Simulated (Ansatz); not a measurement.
`[SiH3]C[SiH]1[AlH][SiH2]1` → `[SiH3][SiH2][SiH]1[CH2][AlH]1`  (isomerisation)

Computed with Ansatz on PBE0-D4/def2-TZVP structures; ΔE is electronic, products minus reactants. CCSD(T)/CBS adds triple-zeta CCSD(T) − MP2 to the extrapolated MP2 energy (def2 sets, frozen cores). DFT in def2-TZVPP. One conformer a species, not always the lowest.

Problem. Is it downhill or uphill in electronic energy at CCSD(T)/CBS, and by how much? (An estimate is asked.)

Solution. Computed: Uphill: ΔE = +0.27 eV.

Problem. What do these levels give: r2SCAN-D4, ωB97X-V, B2PLYP, PBE, r2SCAN, MP2/def2-TZVPP, CCSD/def2-TZVPP, CCSD(T)/def2-TZVPP, MP2/def2-QZVPP, HF/CBS(def2), MP2/CBS(def2), CCSD/CBS(def2)? (Estimate.)

Solution. Ansatz gave: r2SCAN-D4 0.27, ωB97X-V 0.24, B2PLYP 0.24, PBE 0.27, r2SCAN 0.27, MP2/def2-TZVPP 0.30, CCSD/def2-TZVPP 0.26, CCSD(T)/def2-TZVPP 0.28, MP2/def2-QZVPP 0.29, HF/CBS(def2) 0.20, MP2/CBS(def2) 0.29, CCSD/CBS(def2) 0.25 eV.

Largest T1 diagnostic among the species: 0.014.

In def2-TZVPP, CCSD(T) changes the Hartree–Fock value by +0.07 eV (the triples alone add +0.02 eV) and MP2 by +0.09 eV.
